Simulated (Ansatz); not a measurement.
CBF$_{2}$NO, SMILES `O=C=NB(F)F` at its PBE0-D4/def2-TZVP geometry, where that method's forces vanish. The species carries charge 0 and has multiplicity 1.

| atom | x (Å) | y (Å) | z (Å) |
| --- | --- | --- | --- |
| O1 | -1.532 | 0.024 | -2.094 |
| C2 | -0.956 | -0.128 | -1.103 |
| N3 | -0.419 | -0.360 | -0.051 |
| B4 | 0.635 | 0.034 | 0.806 |
| F5 | 0.819 | -0.591 | 1.947 |
| F6 | 1.452 | 1.022 | 0.495 |

Task: For each bond, give half the difference of the two atoms' forces along it (eV/Å; positive pushes the atoms apart) under PBE-D4, r2SCAN-D4, B3LYP-D4, ωB97M-V in def2-TZVPP. (Estimate.)

Result: Computed: 
| bond | length (Å) | PBE-D4 | r2SCAN-D4 | B3LYP-D4 | ωB97M-V |
| --- | --- | --- | --- | --- | --- |
| O1–C2 | 1.157 | 1.02 | 0.40 | 0.26 | 0.03 |
| C2–N3 | 1.203 | 0.17 | 0.02 | -0.05 | 0.01 |
| N3–B4 | 1.415 | -0.44 | -0.13 | -0.10 | 0.00 |
| B4–F5 | 1.314 | 0.45 | 0.12 | 0.15 | 0.15 |
| B4–F6 | 1.319 | 0.45 | 0.11 | 0.18 | 0.14 |

B3LYP here is the variant with VWN-RPA as its local correlation; programs differ in this.
